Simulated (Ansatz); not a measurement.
`[CH3][Ge][OH]`. Total charge 0; spin multiplicity 1. Geometry: relaxed with PBE0-D4/def2-TZVP. It is one conformer, not always the lowest.

```xyz
7

C     0.474    0.304    0.665
Ge   -0.971   -1.053    0.378
O    -1.169   -0.814   -1.387
H     1.346    0.055    0.050
H     0.791    0.360    1.708
H     0.120    1.295    0.357
H    -0.591   -0.147   -1.770
```

Question: What is the dipole moment at B3LYP/def2-TZVPP? (Estimate.)

Answer: Ansatz gave: 1.85 D, with components (1.32, 1.16, 0.58) D in this frame, pointing from negative to positive charge.

Question: And with PBE, r2SCAN, ωB97M-V? (An estimate is asked.)

Answer: Computed: PBE 1.83 D, r2SCAN 1.94 D, ωB97M-V 1.89 D.

Question: Give the Mulliken charges with B3LYP, PBE, r2SCAN in def2-TZVPP. (Estimate.)

Answer: The calculation gave: 
| atom | B3LYP | PBE | r2SCAN |
| --- | --- | --- | --- |
| C1 | -0.47 | -0.45 | -0.38 |
| Ge2 | 0.41 | 0.34 | 0.38 |
| O3 | -0.42 | -0.38 | -0.43 |
| H4 | 0.10 | 0.10 | 0.08 |
| H5 | 0.10 | 0.10 | 0.07 |
| H6 | 0.10 | 0.10 | 0.08 |
| H7 | 0.17 | 0.17 | 0.19 |

B3LYP here is the variant with VWN-RPA as its local correlation; programs differ in this.
